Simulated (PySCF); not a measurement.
How methods differ on the excitation energy of Tc

Tc [Kr] 4d5 5s2 (6S) → Tc [Kr] 4d6 5s1 (6D), as a difference of total energies. Calculation: PySCF 2.14, in x2c-TZVPPall; the spin-free X2C one-electron Hamiltonian (Gaussian nucleus). Correlated levels: valence: [Kr] frozen. The calculations carry no spin-orbit coupling.

```csv
method,excitation energy (cm⁻¹),error (cm⁻¹)
UHF,5691.2,+2414
MP2 (valence),3052.6,-224
SCS-MP2 (valence),2633.1,-644
CCSD (valence),4411.5,+1135
CCSD(T) (valence),4426.2,+1149
```

Reference: 3276.9 cm⁻¹ (measured; NIST levels, between the centres of gravity of the two terms).

Errors of the correlated levels include the incompleteness of this basis and the frozen core.
